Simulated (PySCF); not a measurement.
Compound: BeMe(vinyl), C3H6Be.
Cartesian coordinates in Å at the PBE0-D3(BJ)/def2-SVP level; atoms count from 1:
```xyz
10
C3H6Be angstrom
Be    -0.087   -0.332    0.386
C     -0.085   -0.313    2.063
H     -0.747    0.469    2.478
H      0.921   -0.133    2.483
H     -0.434   -1.274    2.483
C     -0.091   -0.345   -1.290
C      0.200    0.740   -2.030
H     -0.335   -1.251   -1.867
H      0.460    1.706   -1.578
H      0.197    0.733   -3.129
```

Level of theory: PBE0-D3(BJ)/def2-SVP geometry optimisation, gas phase in PySCF 2.14.0.

**Question.** Which atoms are bound to Be1, and at what distances?

**Answer.** 2 atoms: C6 1.676 Å, C2 1.677 Å. The nearest atom not counted as bound is H5, at 2.32 Å (others tie with it).

**Question.** What is the shape at Be1?

**Answer.** Linear: angle 179.8°.

**Question.** What are the other bond lengths?

**Answer.** C2–H3, C2–H4, C2–H5 1.105 Å; C6–C7 1.345 Å; C6–H8 1.102 Å; C7–H9 1.098 Å; C7–H10 1.098 Å.

**Question.** Give some angles away from the centre.

**Answer.** Be1–C6–C7 123.0°.

**Question.** What are the rotational constants (commonest isotopes, rigid rotor)?

**Answer.** A = 35574, B = 3135, C = 2934 MHz: a near-prolate asymmetric top.

Point group: near Cs, missed by 0.12 Å at most; the miss may be what the optimiser left on a soft mode. Charge 0, singlet. Not checked by PBE0-D3(BJ)/def2-SVP frequencies.

On x86-64 server, one thread (shared host), this took 9.5 s. That covers the optimisation of the geometry.

One conformer stands for the species.
